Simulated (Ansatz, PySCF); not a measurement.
Ways to break one bond of F[SiH](F)F [trifluorosilane]:

A. F[SiH](F)F [trifluorosilane] → F[Si](F)F + H atom
B. F[SiH](F)F -> F[SiH]F + F atom

Quantity: bond dissociation energy (enthalpy at 298 K, with B3LYP-D3(BJ) rigid-rotor harmonic-oscillator terms), kcal/mol. Structures are relaxed separately at B3LYP-D3(BJ)/def2-TZVP in Ansatz (a quantum-chemistry and plane-wave program). Frequencies are from Ansatz or PySCF. Cores are frozen in the correlated levels unless marked. UHF or UKS for open shells. No spin-orbit coupling. Non-relativistic. CBS marks a two-point X^-3 extrapolation of the correlation energy; Hartree-Fock from the larger set. [CCSD(T)-MP2]/basis is that difference in the basis named.

```csv
,HF/6-31G (Ansatz),BLYP-D3(BJ)/def2-TZVPD (Ansatz + dftd3),CCSD(T)/STO-3G (Ansatz),"RI-MP2/CBS(cc-pV(T+d)Z,cc-pV(Q+d)Z)+[CCSD(T)-MP2]/cc-pV(T+d)Z (Ansatz)"
A,72.8,95.0,102.3,___
B,90.1,157.2,92.7,___
```

Problem. Complete the blanks.

Solution. 
- A, RI-MP2/CBS(cc-pV(T+d)Z,cc-pV(Q+d)Z)+[CCSD(T)-MP2]/cc-pV(T+d)Z (Ansatz): 102.0
- B, RI-MP2/CBS(cc-pV(T+d)Z,cc-pV(Q+d)Z)+[CCSD(T)-MP2]/cc-pV(T+d)Z (Ansatz): 166.3
